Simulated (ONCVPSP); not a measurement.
**What one change does to a pseudopotential (iridium, ONCV)**

ONCVPSP 4.0.1 input, shortened (lines: element, Z, core and valence counts, functional; n l f; lmax; l rc ep ncon nbas qcut; lloc lpopt rc5 dvloc0; l nproj debl; icmod fcfact rcfact), PW91, fully relativistic:

```
  Ir 77.00   10    4  -109134      upf
    1    0    2.00
    2    0    2.00
    2    1    6.00
    3    0    2.00
    3    1    6.00
    3    2   10.00
    4    0    2.00
    4    1    6.00
    4    2   10.00
    4    3   14.00
    5    0    2.00
    5    1    6.00
    5    2    7.00
    6    0    1.00
    2
    0    1.55    0.00    4    8    6.10
    1    1.70    0.00    3    6    6.70
    2    1.75    0.00    4    9   10.00
    4    3    1.15    6.00
    0    2    1.70
    1    2    3.40
    2    2    0.40
    3    4.00    1.70
```

Open shells are filled in proportion to 2j + 1.

In the d channel the program set the typed energies aside and used -0.547, 0.250 Ha (j = l + 1/2; the other j can differ).

All-electron outer shells of the reference configuration (PW91, scalar-relativistic, ld1.x):

```json
{"shell": "5s", "level (eV)": "-106.41", "outermost node (bohr)": "0.50", "outermost maximum (bohr)": "0.89"}
{"shell": "4f", "level (eV)": "-70.59", "outermost node (bohr)": "–", "outermost maximum (bohr)": "0.39"}
{"shell": "5p", "level (eV)": "-63.13", "outermost node (bohr)": "0.54", "outermost maximum (bohr)": "1.01"}
{"shell": "5d", "level (eV)": "-15.39", "outermost node (bohr)": "0.59", "outermost maximum (bohr)": "1.29"}
{"shell": "6s", "level (eV)": "-13.65", "outermost node (bohr)": "1.17", "outermost maximum (bohr)": "2.32"}
```

Change: local potential polynomial inside 1.15 bohr (lpopt 5, dvloc0 0 Ha).

Cutoffs: the cutoffs (Ha) at which the residual kinetic energy of the hardest occupied pseudo-wave falls to 1 and 0.1 mHa per electron; they do not see the model core or the augmentation charge, which bear on the density cutoff. Errors are all-electron minus pseudo energies relative to the spin-unpolarised reference configuration.

Q: Predict the effect on cutoff, ghosts and configuration errors.

A: The potential gets neither clearly harder nor softer (19 Ha and 64 Ha → 19 Ha and 64 Ha); of the 4 tests that both files solve, the error grows in 0 and shrinks in 1 by more than 15 % and 0.3 meV (median size 5.6 → 5.5 meV); the range in which the s phases agree narrows (upper end at the end of the scan → 3.6); neither file shows a bound ghost.

```tsv
quantity	base	changed
cutoff, loose	19 Ha	19 Ha
cutoff, tight	64 Ha	64 Ha
bound ghosts	none	none
GHOST(+) flags under 300 eV	none	s at 112.7 eV
error for 5s2 5p6 5d7 6s2, meV [ΔE -9.96 eV]	-4.1	-4.0
error for 5s2 5p6 5d7 6s0, meV [ΔE 17.56 eV]	-7.1	-7.0
error for 5s2 5p6 5d6 6s0, meV [ΔE 48.18 eV]	-18	-18
error for 5s2 5p6 5d7 6s0 6p2, meV [ΔE 0.99 eV]	-4.1	+0.2
s: phases at 1.58 bohr within 0.05 rad from the reference energy up to (Ha; the scan ends near 5)	to the end of the scan	3.6
p3/2: phases at 1.73 bohr within 0.05 rad from the reference energy up to (Ha; the scan ends near 5)	to the end of the scan	to the end of the scan
p1/2: phases at 1.73 bohr within 0.05 rad from the reference energy up to (Ha; the scan ends near 5)	to the end of the scan	to the end of the scan
d5/2: phases at 1.78 bohr within 0.05 rad from the reference energy up to (Ha; the scan ends near 5)	to the end of the scan	to the end of the scan
d3/2: phases at 1.78 bohr within 0.05 rad from the reference energy up to (Ha; the scan ends near 5)	to the end of the scan	to the end of the scan
rms error of d²Exc/dni dnj with the model core, mHa	2.05	2.05
```

Base: These tests converged, but a pseudo level misses the all-electron one widely, so the file describes the atom poorly there or has found another state: 5s2 5p6 5d7 6s0 6p2: empty 6s by 12.9 eV. Changed file: These tests converged, but a pseudo level misses the all-electron one widely, so the file describes the atom poorly there or has found another state: 5s2 5p6 5d7 6s0 6p2: empty 6s by 12.9 eV.
